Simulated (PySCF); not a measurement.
PySCF input file for C4H7FSi, SMILES C(=C/C=C)/[SiH2]F, TDA-PBE/def2-SVPD. Geometry optimised at B3LYP-D3(BJ)/def2-SVP. The structure was generated by enumeration; whether it is a known compound was not checked. One conformer was computed; it need not be the lowest.

```python
import numpy as np
from pyscf import gto, scf, dft, tdscf

mol = gto.M(
    atom='''
    C    -0.38173283    3.28411011    0.00000000
    C    -0.34368532    1.94167305    0.00000000
    C     0.88750030    1.16190053    0.00000000
    C     0.95417579   -0.18721292   -0.00000000
    Si   -0.49104500   -1.36383445   -0.00000000
    F     0.13023030   -2.87323082   -0.00000000
    H     0.53914874    3.87592013    0.00000000
    H    -1.32693806    3.83174210    0.00000000
    H    -1.29127841    1.38784889    0.00000000
    H     1.81566700    1.74840836    0.00000000
    H     1.94994124   -0.64837912   -0.00000000
    H    -1.34076544   -1.22280270    1.21499693
    H    -1.34076544   -1.22280270   -1.21499693
    ''',
    basis='def2-SVPD',
    charge=0,
    spin=0,
    symmetry=True,
    max_memory=1600,
    verbose=4,
)
mf = dft.RKS(mol, xc='pbe').density_fit(auxbasis='def2-universal-jkfit')
mf.grids.level = 3
mf.conv_tol = 1e-9
mf.max_cycle = 100
mf.kernel()
mf.grids = dft.Grids(mol).set(level=1).build(with_non0tab=True)  # coarser grid for the response kernel
td = tdscf.TDA(mf)
td.singlet = True
td.nstates = 10
td.conv_tol = 1e-4
td.positive_eig_threshold = 1e-6
td.kernel(x0=td.get_init_guess(mf, 15))
td.analyze()
tt = tdscf.TDA(mf)
tt.singlet = False
tt.nstates = 4
tt.conv_tol = 1e-4
tt.positive_eig_threshold = 1e-6
tt.kernel(x0=tt.get_init_guess(mf, 9))
tt.analyze(verbose=3)
```

Log of the run:

```
PySCF version 2.14.0

[INPUT] verbose = 4
[INPUT] num. atoms = 13
[INPUT] num. electrons = 54
[INPUT] charge = 0
[INPUT] spin (= nelec alpha-beta = 2S) = 0
[INPUT] symmetry True subgroup None
[INPUT] Mole.unit = angstrom
[INPUT] Symbol           X                Y                Z      unit          X                Y                Z       unit  Magmom
[INPUT]  1 C     -0.381732830000   3.284110110000   0.000000000000 AA   -0.721370501455   6.206068670815   0.000000000000 Bohr   0.0
[INPUT]  2 C     -0.343685320000   1.941673050000   0.000000000000 AA   -0.649471127834   3.669230287949   0.000000000000 Bohr   0.0
[INPUT]  3 C      0.887500300000   1.161900530000   0.000000000000 AA    1.677132502469   2.195673785687   0.000000000000 Bohr   0.0
[INPUT]  4 C      0.954175790000  -0.187212920000   0.000000000000 AA    1.803130917791  -0.353781145780   0.000000000000 Bohr   0.0
[INPUT]  5 Si    -0.491045000000  -1.363834450000   0.000000000000 AA   -0.927940564837  -2.577273589747   0.000000000000 Bohr   0.0
[INPUT]  6 F      0.130230300000  -2.873230820000   0.000000000000 AA    0.246099600120  -5.429619342459   0.000000000000 Bohr   0.0
[INPUT]  7 H      0.539148740000   3.875920130000   0.000000000000 AA    1.018843459004   7.324427526389   0.000000000000 Bohr   0.0
[INPUT]  8 H     -1.326938060000   3.831742100000   0.000000000000 AA   -2.507549517662   7.240943148966   0.000000000000 Bohr   0.0
[INPUT]  9 H     -1.291278410000   1.387848890000   0.000000000000 AA   -2.440162545464   2.622654304382   0.000000000000 Bohr   0.0
[INPUT] 10 H      1.815667000000   1.748408360000   0.000000000000 AA    3.431113363411   3.304012954300   0.000000000000 Bohr   0.0
[INPUT] 11 H      1.949941240000  -0.648379120000   0.000000000000 AA    3.684854902595  -1.225258961687   0.000000000000 Bohr   0.0
[INPUT] 12 H     -1.340765440000  -1.222802700000   1.214996930000 AA   -2.533679478882  -2.310762207379   2.296011439887 Bohr   0.0
[INPUT] 13 H     -1.340765440000  -1.222802700000  -1.214996930000 AA   -2.533679478882  -2.310762207379  -2.296011439887 Bohr   0.0

nuclear repulsion = 264.541103731158
point group symmetry = Cs
symmetry origin: [-1.04984785e-09 -3.49949263e-09  0.00000000e+00]
symmetry axis x: [ 1.00000000e+00 -4.60962433e-10 -4.52209311e-19]
symmetry axis y: [-4.60962433e-10 -1.00000000e+00  4.11973168e-19]
symmetry axis z: [-3.45347491e-18  4.11973168e-19  1.00000000e+00]
num. orbitals of irrep A' = 127
num. orbitals of irrep A" = 56
number of shells = 79
number of NR pGTOs = 265
number of NR cGTOs = 183
basis = def2-SVPD
ecp = {}


[settings echo left out]
init E= -545.485284545485
HOMO (A") = -0.292351434930819  LUMO (A") = -0.149710318182133  gap/eV = 3.88146
cycle= 1 E= -545.168473368892  delta_E= 0.317  |g|= 0.638  |ddm|= 6.38
HOMO (A") = -0.160055659530701  LUMO (A") = -0.0352051570881438  gap/eV = 3.39736
cycle= 2 E= -544.95830630636  delta_E= 0.21  |g|= 1.25  |ddm|= 2.33
HOMO (A") = -0.214013986376656  LUMO (A") = -0.0803260979069664  gap/eV = 3.63783
cycle= 3 E= -545.253453990954  delta_E= -0.295  |g|= 0.178  |ddm|= 1.45
HOMO (A") = -0.232714850812493  LUMO (A") = -0.0964026217229215  gap/eV = 3.70924
cycle= 4 E= -545.260349340987  delta_E= -0.0069  |g|= 0.0414  |ddm|= 0.308
HOMO (A") = -0.228736289105351  LUMO (A") = -0.0925534359539211  gap/eV = 3.70572
cycle= 5 E= -545.260722112369  delta_E= -0.000373  |g|= 0.0166  |ddm|= 0.0932
HOMO (A") = -0.228757227221037  LUMO (A") = -0.0926970451689559  gap/eV = 3.70239
cycle= 6 E= -545.26077633577  delta_E= -5.42e-05  |g|= 0.00991  |ddm|= 0.0304
HOMO (A") = -0.228987740687353  LUMO (A") = -0.0929470911726158  gap/eV = 3.70185
cycle= 7 E= -545.26080619252  delta_E= -2.99e-05  |g|= 0.00194  |ddm|= 0.0178
HOMO (A") = -0.228971655413666  LUMO (A") = -0.0929249439316404  gap/eV = 3.70202
cycle= 8 E= -545.260807155564  delta_E= -9.63e-07  |g|= 0.000786  |ddm|= 0.00448
HOMO (A") = -0.228948128618468  LUMO (A") = -0.0928943337245913  gap/eV = 3.70221
cycle= 9 E= -545.260807305533  delta_E= -1.5e-07  |g|= 0.000271  |ddm|= 0.00133
HOMO (A") = -0.228951863166003  LUMO (A") = -0.0928988959366754  gap/eV = 3.70219
cycle= 10 E= -545.260807323702  delta_E= -1.82e-08  |g|= 6.9e-05  |ddm|= 0.000496
HOMO (A") = -0.228954908308306  LUMO (A") = -0.0929022489034423  gap/eV = 3.70218
cycle= 11 E= -545.260807324839  delta_E= -1.14e-09  |g|= 2.79e-05  |ddm|= 0.000236
HOMO (A") = -0.228954023362783  LUMO (A") = -0.0929013788121522  gap/eV = 3.70218
cycle= 12 E= -545.260807325058  delta_E= -2.2e-10  |g|= 2.76e-06  |ddm|= 7.47e-05
HOMO (A") = -0.228953842685868  LUMO (A") = -0.0929012061543784  gap/eV = 3.70218
Extra cycle  E= -545.260807325054  delta_E= 4.09e-12  |g|= 4.7e-06  |ddm|= 1.1e-05
converged SCF energy = -545.260807325054
tot grids = 49736
Overwritten attributes  positive_eig_threshold  of <class 'pyscf.tdscf.rks.TDA'>


******** <class 'pyscf.tdscf.rks.TDA'> for <class 'pyscf.df.df_jk.DFSymAdaptedRKS'> ********
nstates = 10 singlet
deg_eia_thresh = 1.000e-03
wfnsym = None
conv_tol = 0.0001
eigh lindep = 1e-12
eigh level_shift = 0
eigh max_cycle = 100


Excitation energies (eV)
[5.36741903 5.37321309 5.47306962 5.87687641 6.33486492 6.41590409
 6.64307306 6.70304895 6.78188962 7.08623939]

** Singlet excitation energies and oscillator strengths **
Excited State   1:   A"      5.36742 eV    230.99 nm  f=0.0019
      26 -> 28        0.70337
Excited State   2:   A'      5.37321 eV    230.74 nm  f=0.3844
      24 -> 28       -0.16883
      25 -> 28       -0.43209
      27 -> 28        0.50893
Excited State   3:   A"      5.47307 eV    226.54 nm  f=0.0000
      27 -> 29       -0.70616
Excited State   4:   A'      5.87688 eV    210.97 nm  f=0.3349
      25 -> 28       -0.46496
      27 -> 28       -0.35815
      27 -> 30       -0.35253
Excited State   5:   A'      6.33486 eV    195.72 nm  f=0.1851
      24 -> 28        0.49753
      25 -> 28        0.15439
      27 -> 28        0.22256
      27 -> 30       -0.38699
Excited State   6:   A"      6.41590 eV    193.25 nm  f=0.0031
      27 -> 31       -0.70606
Excited State   7:   A"      6.64307 eV    186.64 nm  f=0.0184
      23 -> 28       -0.21228
      27 -> 32       -0.67261
Excited State   8:   A"      6.70305 eV    184.97 nm  f=0.0000
      23 -> 28        0.67046
      27 -> 32       -0.21152
Excited State   9:   A"      6.78189 eV    182.82 nm  f=0.0045
      27 -> 33        0.70557
Excited State  10:   A'      7.08624 eV    174.96 nm  f=0.0157
      26 -> 29        0.70003

** Transition electric dipole moments (AU) **
state          X           Y           Z        Dip. S.      Osc.
  1         0.0000     -0.0000      0.1214      0.0147      0.0019
  2         0.0269     -1.7087      0.0000      2.9203      0.3844
  3        -0.0000      0.0000     -0.0020      0.0000      0.0000
  4        -0.3730      1.4788     -0.0000      2.3258      0.3349
  5         0.3834     -1.0227      0.0000      1.1928      0.1851
  6        -0.0000      0.0000     -0.1413      0.0200      0.0031
  7        -0.0000     -0.0000      0.3359      0.1128      0.0184
  8        -0.0000     -0.0000      0.0173      0.0003      0.0000
  9         0.0000     -0.0000     -0.1652      0.0273      0.0045
 10        -0.2081     -0.2173     -0.0000      0.0905      0.0157

** Transition velocity dipole moments (imaginary part, AU) **
state          X           Y           Z        Dip. S.      Osc.
  1         0.0000     -0.0000     -0.0281      0.0008      0.0027
  2        -0.0148     -0.1028      0.0000      0.0108      0.0364
  3        -0.0000      0.0000     -0.0053      0.0000      0.0001
  4        -0.0088      0.0996     -0.0000      0.0100      0.0309
  5         0.0227     -0.0714      0.0000      0.0056      0.0161
  6        -0.0000      0.0000     -0.0427      0.0018      0.0052
  7        -0.0000      0.0000      0.1006      0.0101      0.0276
  8        -0.0000     -0.0000      0.0203      0.0004      0.0011
  9         0.0000     -0.0000     -0.0492      0.0024      0.0065
 10        -0.0063     -0.0565     -0.0000      0.0032      0.0083

** Transition magnetic dipole moments (imaginary part, AU) **
state          X           Y           Z
  1         0.2081     -0.3427      0.0000
  2         0.0000      0.0000      0.5188
  3         0.0567      0.0679     -0.0000
  4        -0.0000     -0.0000     -0.5567
  5         0.0000      0.0000     -0.0136
  6         0.3745      0.6317     -0.0000
  7        -0.0469      0.1485     -0.0000
  8        -0.1818      0.4696     -0.0000
  9         0.5487     -0.4198      0.0000
 10         0.0000     -0.0000     -1.0352


******** <class 'pyscf.tdscf.rks.TDA'> for <class 'pyscf.df.df_jk.DFSymAdaptedRKS'> ********
nstates = 4 triplet
deg_eia_thresh = 1.000e-03
wfnsym = None
conv_tol = 0.0001
eigh lindep = 1e-12
eigh level_shift = 0
eigh max_cycle = 100


Excitation energies (eV)
[2.98608095 4.9393035  4.98443673 5.40440324]

** Triplet excitation energies and oscillator strengths **
Excited State   1:   A'      2.98608 eV    415.21 nm  f=0.0000
Excited State   2:   A'      4.93930 eV    251.02 nm  f=0.0000
Excited State   3:   A"      4.98444 eV    248.74 nm  f=0.0000
Excited State   4:   A"      5.40440 eV    229.41 nm  f=0.0000
```

The run converged.
